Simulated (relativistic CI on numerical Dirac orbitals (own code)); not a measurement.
Ni³⁺: resonant inelastic scattering at the M2,3 edge

Computed with this model: Dirac-Coulomb-Breit CI, orbitals from a KLI potential per configuration, a model potential for QED, valence Slater integrals scaled by 0.9, Kramers-Heisenberg scattering through one core-hole configuration in a parametric crystal field; configurations [Ar] 3d7 → [Ne] 3s2 3p5 3d8; 80 K; core-hole width 0.8 eV; summed over polarisations. Incident energies are the highest absorption maxima for each field (at most a few, so the weaker spin-orbit partner edge can be absent), on the computed scale of the free ion. Intensities are in per cent of the strongest line above 0.02 eV; levels within 1 cm⁻¹ are merged; final levels count from the ground level, the first row holds all elastic scattering, lines under 0.4 are left out and each table stops after 24 rows. The scale of the Slater integrals is a model choice and moves the terms in proportion.

Field parameters in Wybourne normalisation: Oh B⁴₀ = 21Dq, B⁴₄ = √(5/14) B⁴₀. The field is a parameter set, without covalency.

S is read from ⟨S²⟩ = S(S + 1).

Oh, 10Dq = 4100 cm⁻¹:

```csv
Final level (eV),Degeneracy,Irrep,S,70.6 eV,74.9 eV
0.000,2,Γ6,1.50,152.7,81.5
0.055,4,Γ8,1.50,54.3,59.7
0.148,4,Γ8,1.50,54.5,23.3
0.184,2,Γ7,1.50,4.2,1.5
0.526,2,Γ6,1.50,10.6,51.0
0.539,4,Γ8,1.50,32.5,39.7
0.561,4,Γ8,1.50,22.5,25.3
0.588,2,Γ7,1.50,0.8,1.8
1.075,4,Γ8,1.50,48.1,52.5
2.386,4,Γ8,0.51,16.2,0.3
2.621,4,Γ8,0.51,12.5,0.6
2.727,4,Γ8,0.51,7.0,0.2
2.742,2,Γ7,0.59,0.0,1.6
2.745,2,Γ6,0.50,8.8,0.5
2.800,4,Γ8,1.50,3.8,100.0
2.801,2,Γ7,1.45,1.0,22.6
2.830,4,Γ8,1.44,0.8,5.0
2.897,2,Γ6,1.48,0.7,0.6
2.940,2,Γ6,0.51,10.2,0.6
3.394,4,Γ8,0.58,0.3,0.5
3.564,2,Γ6,0.50,0.6,0.1
3.586,4,Γ8,0.50,2.3,0.4
3.802,4,Γ8,0.50,1.0,0.1
4.028,4,Γ8,0.51,2.4,0.4
```

Oh, 10Dq = 9300 cm⁻¹:

| Final level (eV) | Degeneracy | Irrep | S | 71 eV | 75.5 eV |
| --- | --- | --- | --- | --- | --- |
| 0.000 | 2 | Γ6 | 1.50 | 271.9 | 70.4 |
| 0.061 | 4 | Γ8 | 1.50 | 80.2 | 42.4 |
| 0.160 | 4 | Γ8 | 1.50 | 81.6 | 12.0 |
| 0.180 | 2 | Γ7 | 1.50 | 10.7 | 0.8 |
| 1.085 | 2 | Γ6 | 1.50 | 23.5 | 54.9 |
| 1.094 | 4 | Γ8 | 1.50 | 33.5 | 76.8 |
| 1.109 | 4 | Γ8 | 1.50 | 34.0 | 22.1 |
| 1.145 | 2 | Γ7 | 1.50 | 2.8 | 3.1 |
| 1.833 | 4 | Γ8 | 0.51 | 18.2 | 0.2 |
| 2.264 | 4 | Γ8 | 1.49 | 82.1 | 92.8 |
| 2.669 | 4 | Γ8 | 0.51 | 11.2 | 0.4 |
| 2.770 | 2 | Γ6 | 0.50 | 5.0 | 0.2 |
| 2.773 | 4 | Γ8 | 0.51 | 13.0 | 0.3 |
| 3.262 | 4 | Γ8 | 1.27 | 3.6 | 6.2 |
| 3.285 | 2 | Γ7 | 1.49 | 2.3 | 32.1 |
| 3.287 | 4 | Γ8 | 1.50 | 4.5 | 100.0 |
| 3.356 | 2 | Γ6 | 1.36 | 8.5 | 1.9 |
| 3.467 | 2 | Γ6 | 0.59 | 12.6 | 1.2 |
| 3.563 | 4 | Γ8 | 0.86 | 1.0 | 3.6 |
| 3.641 | 2 | Γ6 | 0.65 | 6.7 | 1.6 |
| 3.946 | 2 | Γ7 | 0.51 | 1.3 | 0.2 |
| 4.005 | 4 | Γ8 | 0.51 | 0.5 | 0.4 |
| 4.112 | 2 | Γ6 | 0.50 | 0.8 | 0.4 |
| 4.116 | 4 | Γ8 | 0.51 | 3.3 | 1.0 |

Oh, 10Dq = 14500 cm⁻¹:

| Final level (eV) | Degeneracy | Irrep | S | 71.4 eV | 76.2 eV |
| --- | --- | --- | --- | --- | --- |
| 0.000 | 2 | Γ6 | 1.50 | 312.6 | 38.4 |
| 0.060 | 4 | Γ8 | 1.50 | 100.0 | 20.9 |
| 0.155 | 4 | Γ8 | 1.49 | 77.1 | 3.6 |
| 0.175 | 2 | Γ7 | 1.50 | 13.3 | 0.4 |
| 1.216 | 4 | Γ8 | 0.52 | 16.0 | 0.2 |
| 1.670 | 2 | Γ6 | 1.50 | 31.1 | 33.1 |
| 1.676 | 4 | Γ8 | 1.50 | 30.7 | 60.5 |
| 1.691 | 4 | Γ8 | 1.49 | 22.8 | 20.2 |
| 1.728 | 2 | Γ7 | 1.50 | 4.8 | 3.1 |
| 2.663 | 4 | Γ8 | 0.51 | 9.6 | 0.3 |
| 2.746 | 2 | Γ6 | 0.51 | 2.9 | 0.1 |
| 2.780 | 4 | Γ8 | 0.52 | 18.5 | 0.7 |
| 2.812 | 2 | Γ7 | 0.51 | 0.9 | 0.0 |
| 3.485 | 4 | Γ8 | 1.27 | 42.6 | 61.1 |
| 3.504 | 4 | Γ8 | 0.98 | 26.6 | 23.9 |
| 3.594 | 2 | Γ6 | 0.59 | 6.3 | 0.4 |
| 3.820 | 2 | Γ7 | 1.49 | 2.9 | 23.1 |
| 3.823 | 4 | Γ8 | 1.50 | 3.0 | 59.1 |
| 3.932 | 4 | Γ8 | 1.41 | 2.0 | 7.5 |
| 3.939 | 2 | Γ6 | 1.42 | 2.2 | 4.3 |
| 4.110 | 2 | Γ6 | 0.56 | 19.5 | 1.3 |
| 4.399 | 2 | Γ7 | 0.51 | 2.2 | 0.3 |
| 4.440 | 4 | Γ8 | 0.52 | 0.1 | 0.6 |
| 4.691 | 4 | Γ8 | 0.51 | 2.7 | 0.8 |

For the first field the strongest loss at the lowest incident energy is the level at 0.15 eV (S = 1.50, against 1.50 in the thermal ground state). Levels of other spin, the first over 8 % at 2.39 eV, appear because spin-orbit coupling of the core hole, and in heavier ions of the valence shell too, mixes spins.
